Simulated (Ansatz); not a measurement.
`[GeH3]` radical. Charge 0, multiplicity 2.

```xyz
4

Ge   -0.2933    0.1752   -0.0859
H     0.1070   -0.6913   -1.2933
H    -0.6101   -0.6970    1.1419
H     0.7964    1.2130    0.2373
```

(1) List the harmonic frequencies (cm⁻¹, unscaled) at PBE0-D4/def2-TZVP in Ansatz. (Estimate.)

(2) Is this a minimum?

(3) Give the ideal-gas thermochemistry at 298.15 K and 1 bar (rigid rotor, harmonic oscillator; point group C3v, symmetry number 3).

(4) And at 400, 500, 600, 800 and 1000 K?

Results:

(1) Computed: 695, 855, 855, 2111, 2151, 2151.

(2) Yes, all 6 modes are real.

(3) Zero-point energy 52.7 kJ/mol; H(298) − E = 63.3 kJ/mol; entropy 229.7 J/(mol·K), of which translation 162.8, rotation 58.5, vibration 2.7, electronic 5.8; G(298) − E = -5.2 kJ/mol.

(4) 
| T (K) | H − E (kJ/mol) | S (J/mol/K) | G − E (kJ/mol) |
| --- | --- | --- | --- |
| 400 | 67.8 | 242.7 | -29.3 |
| 500 | 72.8 | 253.7 | -54.1 |
| 600 | 78.1 | 263.5 | -80.0 |
| 800 | 90.0 | 280.5 | -134.4 |
| 1000 | 103.0 | 295.0 | -192.0 |
